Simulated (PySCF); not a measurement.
A geometry optimisation, step by step.

C₃H₅NOSSi.
Bonds: Si1–S2, S2–C3, C3–C4 (aromatic), C4–C5 (aromatic), C5–O6 (aromatic), O6–N7 (aromatic), C3–N7 (aromatic). Hydrogens: H8, H9, H10 on Si1; H11 on C4; H12 on C5.

Method: PySCF 2.14.0, PBE0-D3(BJ)/def2-SVP geometry optimisation, gas phase; density fitting, grid level 1; the optimiser is geomeTRIC in internal coordinates, started from a GFN2-xTB structure with every atom displaced at random (about 0.01 Å). The frame can shift and turn from step to step; on so coarse a grid that alone can change the energy by a few meV, and forces under 0.02 eV/Å are noise.

Step 0: E = -25415.6998 eV, largest atomic force 2.655 eV/Å
```
atom  x, y, z in Å  |  force x, y, z in eV/Å
Si1    -2.395    0.064    0.014   -0.315   1.273   0.721
S2     -1.056    0.338    1.689   -0.460   0.112   0.651
C3      0.322    0.075    0.711    2.650  -0.079   0.138
C4      1.753    0.073    1.069   -2.256  -0.124  -0.755
C5      2.334   -0.198   -0.120    0.249   0.208   0.471
O6      1.435   -0.328   -1.090    0.206  -0.095  -0.006
N7      0.204   -0.166   -0.561   -0.698  -0.062  -0.605
H8     -2.112    1.160   -0.937   -0.197  -0.033  -0.264
H9     -3.694    0.296    0.713   -0.141  -0.071  -0.139
H10    -2.261   -1.276   -0.450   -0.079  -1.138  -0.593
H11     2.134    0.233    2.047    0.611   0.118   0.738
H12     3.374   -0.298   -0.375    0.429  -0.109  -0.356
```

Step 1: E = -25415.8894 eV, largest atomic force 1.074 eV/Å
```
atom  x, y, z in Å  |  force x, y, z in eV/Å
Si1    -2.488    0.082    0.038    0.058   0.560   0.491
S2     -1.034    0.330    1.636   -0.086   0.006   0.129
C3      0.379    0.065    0.657    1.044  -0.026   0.073
C4      1.767    0.071    1.071   -1.065  -0.055  -0.122
C5      2.416   -0.196   -0.088    0.127   0.145   0.214
O6      1.554   -0.333   -1.094    0.204  -0.077  -0.008
N7      0.291   -0.177   -0.625   -0.419   0.019  -0.162
H8     -2.281    1.158   -0.960   -0.082  -0.056  -0.177
H9     -3.756    0.315    0.789   -0.056  -0.049  -0.065
H10    -2.411   -1.283   -0.471   -0.066  -0.439  -0.319
H11     2.129    0.233    2.077    0.247   0.025   0.111
H12     3.472   -0.293   -0.318    0.095  -0.054  -0.167
```

Step 2: E = -25415.9286 eV, largest atomic force 0.266 eV/Å
```
atom  x, y, z in Å  |  force x, y, z in eV/Å
Si1    -2.515    0.097    0.055    0.069   0.084   0.217
S2     -1.010    0.322    1.617   -0.167  -0.014  -0.071
C3      0.407    0.055    0.633    0.165  -0.005   0.119
C4      1.767    0.069    1.075   -0.255   0.043   0.062
C5      2.450   -0.186   -0.069    0.041  -0.069   0.001
O6      1.604   -0.352   -1.087    0.198   0.066  -0.125
N7      0.327   -0.193   -0.650   -0.109  -0.028   0.020
H8     -2.367    1.161   -0.973    0.006  -0.047  -0.065
H9     -3.775    0.318    0.825    0.004  -0.019  -0.003
H10    -2.490   -1.279   -0.503   -0.007  -0.002  -0.073
H11     2.130    0.240    2.085    0.079   0.014  -0.033
H12     3.511   -0.280   -0.296   -0.024  -0.024  -0.050
```

Step 3: E = -25415.9321 eV, largest atomic force 0.157 eV/Å
```
atom  x, y, z in Å  |  force x, y, z in eV/Å
Si1    -2.516    0.097    0.060    0.035  -0.035   0.008
S2     -1.018    0.318    1.623   -0.043  -0.020  -0.030
C3      0.411    0.057    0.648   -0.010   0.009  -0.119
C4      1.769    0.071    1.080    0.062  -0.052   0.127
C5      2.450   -0.191   -0.067    0.033   0.113  -0.056
O6      1.606   -0.326   -1.090   -0.027  -0.108   0.111
N7      0.328   -0.182   -0.639   -0.088   0.055  -0.059
H8     -2.370    1.144   -0.986    0.012  -0.017  -0.003
H9     -3.782    0.315    0.820    0.016  -0.003   0.021
H10    -2.499   -1.278   -0.516    0.009   0.064   0.012
H11     2.151    0.242    2.083    0.014  -0.019  -0.030
H12     3.508   -0.296   -0.304   -0.011   0.013   0.019
```

Step 4: E = -25415.9341 eV, largest atomic force 0.050 eV/Å
```
atom  x, y, z in Å  |  force x, y, z in eV/Å
Si1    -2.511    0.098    0.060   -0.001  -0.021  -0.015
S2     -1.020    0.313    1.625   -0.006  -0.005  -0.003
C3      0.409    0.054    0.648   -0.033   0.002  -0.033
C4      1.767    0.069    1.084    0.017   0.001  -0.021
C5      2.446   -0.183   -0.067    0.009  -0.026  -0.019
O6      1.601   -0.337   -1.086   -0.001   0.039   0.031
N7      0.321   -0.186   -0.639    0.003  -0.014   0.029
H8     -2.359    1.142   -0.988    0.004   0.000   0.005
H9     -3.776    0.316    0.821    0.004   0.001   0.011
H10    -2.494   -1.273   -0.520    0.002   0.021   0.007
H11     2.154    0.240    2.084   -0.004  -0.001  -0.008
H12     3.503   -0.281   -0.308    0.006   0.003   0.016
```

Step 5: E = -25415.9341 eV, largest atomic force 0.067 eV/Å
```
atom  x, y, z in Å  |  force x, y, z in eV/Å
Si1    -2.514    0.096    0.059   -0.004   0.004   0.008
S2     -1.020    0.310    1.622   -0.002  -0.006  -0.005
C3      0.408    0.053    0.645    0.006  -0.003   0.014
C4      1.766    0.069    1.081    0.011   0.006   0.027
C5      2.449   -0.182   -0.067   -0.067   0.003  -0.001
O6      1.604   -0.333   -1.086    0.018  -0.011  -0.056
N7      0.323   -0.187   -0.642    0.038   0.008   0.013
H8     -2.362    1.142   -0.987    0.002   0.001   0.000
H9     -3.775    0.315    0.826    0.001  -0.002   0.001
H10    -2.498   -1.273   -0.521    0.000  -0.002  -0.006
H11     2.150    0.240    2.082   -0.001   0.000   0.006
H12     3.508   -0.279   -0.303   -0.002   0.002   0.000
```

Step 6: E = -25415.9342 eV, largest atomic force 0.028 eV/Å
```
atom  x, y, z in Å  |  force x, y, z in eV/Å
Si1    -2.515    0.095    0.059   -0.002   0.011   0.015
S2     -1.020    0.306    1.621   -0.004  -0.007  -0.009
C3      0.408    0.051    0.643   -0.003   0.002   0.023
C4      1.766    0.070    1.082   -0.013  -0.009  -0.022
C5      2.449   -0.181   -0.066    0.024   0.011  -0.005
O6      1.607   -0.331   -1.088    0.007  -0.010   0.009
N7      0.326   -0.188   -0.644   -0.011   0.012   0.004
H8     -2.363    1.143   -0.985    0.001   0.001  -0.002
H9     -3.774    0.315    0.829   -0.001  -0.002  -0.004
H10    -2.501   -1.272   -0.523    0.000  -0.007  -0.009
H11     2.149    0.241    2.084    0.001  -0.003   0.003
H12     3.507   -0.277   -0.300    0.001   0.002  -0.003
```

Step 7: E = -25415.9342 eV, largest atomic force 0.027 eV/Å
```
atom  x, y, z in Å  |  force x, y, z in eV/Å
Si1    -2.515    0.095    0.059    0.002   0.000  -0.002
S2     -1.022    0.302    1.622    0.006  -0.003   0.002
C3      0.408    0.050    0.646    0.008   0.000  -0.014
C4      1.766    0.070    1.083    0.004   0.000   0.008
C5      2.449   -0.179   -0.067    0.011  -0.003   0.003
O6      1.606   -0.332   -1.087   -0.012   0.016   0.017
N7      0.325   -0.188   -0.641   -0.020  -0.010  -0.016
H8     -2.361    1.143   -0.984    0.000   0.002   0.002
H9     -3.775    0.313    0.827    0.000  -0.002   0.000
H10    -2.501   -1.272   -0.527    0.000   0.000  -0.003
H11     2.151    0.242    2.083    0.000  -0.003   0.001
H12     3.508   -0.273   -0.302    0.001   0.002   0.001
```

Question: Summarise the path.

Answer: The energy falls by 5.41 kcal/mol from step 0 to step 7; nine tenths of that is first reached at step 2. It falls at every step. The largest force goes from 2.655 to 0.027 eV/Å. Among the bonds Si1–H10 changes most, from 1.425 to 1.487 Å; the atoms move by 0.152 Å rms after alignment.

What follows is the cost of the whole optimisation. The run took 56 s wall on Arm Neoverse V1, one thread, no GPU (shared host), and the process peaked at 0.55 GiB of memory.
